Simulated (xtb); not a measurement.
zinc atom (Zn), singlet (GFN-xTB shapes and energies of metal compounds can be far from the true ones). Base run: GFN2-xTB (xtb 6.7.1).

Geometry (Å):
```xyz
1

Zn     0.0000     0.0000     0.0000
```
Charge 0, spin multiplicity 1.
All else is at xtb's defaults.
Base energy -0.52752 Eh.

Variants of this job, named by their change:

```json
[
 {"change": "base", "ΔE vs base (mEh)": "0.000", "G_solv (kcal/mol)": "-", "SCF cycles": "3"},
 {"change": "file = coord", "ΔE vs base (mEh)": "0.000", "G_solv (kcal/mol)": "-", "SCF cycles": "3"},
 {"change": "gbsa = chcl3", "ΔE vs base (mEh)": "(withheld)", "G_solv (kcal/mol)": "(withheld)", "SCF cycles": "3"},
 {"change": "etemp = 5000", "ΔE vs base (mEh)": "-0.084", "G_solv (kcal/mol)": "-", "SCF cycles": "11"},
 {"change": "alpb = dmso", "ΔE vs base (mEh)": "(withheld)", "G_solv (kcal/mol)": "(withheld)", "SCF cycles": "3"},
 {"change": "etemp = 1000", "ΔE vs base (mEh)": "0.000", "G_solv (kcal/mol)": "-", "SCF cycles": "3"},
 {"change": "acc = 1000", "ΔE vs base (mEh)": "0.000", "G_solv (kcal/mol)": "-", "SCF cycles": "3"}
]
```

Problem. What belongs in the gaps?

Solution. 
- gbsa = chcl3, ΔE vs base (mEh): -1.897
- gbsa = chcl3, G_solv (kcal/mol): -1.19
- alpb = dmso, ΔE vs base (mEh): -8.364
- alpb = dmso, G_solv (kcal/mol): -5.25

ALPB and GBSA are two models with their own fitted parameters for each solvent, which aren't always the measured dielectric constant.
